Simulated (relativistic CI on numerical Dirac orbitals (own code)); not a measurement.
# Radial parameters of La⁴⁶⁺

Method of calculation: Dirac-Coulomb-Breit CI, separate exchange-only KLI orbitals for each configuration, QED by a radiative potential, unscaled Slater integrals (own radial code, finite nucleus).

Slater integrals F^k, G^k are unscaled and averaged over j, outside the closed core [Ne]; ζ comes from projecting the Hamiltonian with its Breit term on Σ l·s of the shell.

- 3p: ζ(3p) = 593240 cm⁻¹; <r>(3p) = 0.2438, <r^2>(3p) = 0.06869 (bohr units).
- 3d: ζ(3d) = 80186 cm⁻¹; <r>(3d) = 0.2139, <r^2>(3d) = 0.05262 (bohr units).
- 4p: ζ(4p) = 241720 cm⁻¹; <r>(4p) = 0.4592, <r^2>(4p) = 0.2397 (bohr units).

Averages of the first 10 configurations, taken without configuration mixing, which lowers the lowest level and can move excited configurations by several eV; other configurations of the list can lie among them:

```tsv
Configuration	Parity	States	Average energy above the lowest level (eV)
3s	even	2	0.0
3p	odd	6	181.9
3d	even	10	369.3
4s	even	2	1731.3
4p	odd	6	1806.1
4d	even	10	1878.9
4f	odd	14	1913.1
5s	even	2	2501.1
5p	odd	6	2538.7
5d	even	10	2574.7
```
